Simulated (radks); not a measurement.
All-electron atom: Ho43+ in [Ar] 3d6. Calculated with a radial shooting solver on a logarithmic mesh with Libxc functionals: Dirac Kohn-Sham, PBE, spin-unpolarised, spherical densities, finite nucleus; open shells fill j = l - 1/2 first; Fermi nuclear charge, rms radius 5.2022 fm. Some entries of the table are withheld. Estimate them.

orbital  occ.  eigenvalue (Ry)  r(max) (bohr)  <r^2> (bohr^2)
1s1/2       2        -4245.120        0.01311       0.0005881
2s1/2       2        -848.5286            (1)             (2)
2p1/2       2              (3)        0.05612        0.006510
2p3/2       4              (4)        0.06220        0.007703
3s1/2       2        -303.1223         0.2064         0.05537
3p1/2       2        -290.0862         0.1934         0.05064
3p3/2       4        -275.3695         0.2051         0.05625
3d3/2       4        -254.5153            (5)         0.04291
3d5/2       2        -251.1599            (6)         0.04441

Answer. 
(1) 2s1/2 r(max) (bohr): 0.07464
(2) 2s1/2 <r^2> (bohr^2): 0.009020
(3) 2p1/2 eigenvalue (Ry): -816.9384
(4) 2p3/2 eigenvalue (Ry): -753.3899
(5) 3d3/2 r(max) (bohr): 0.1603
(6) 3d5/2 r(max) (bohr): 0.1635
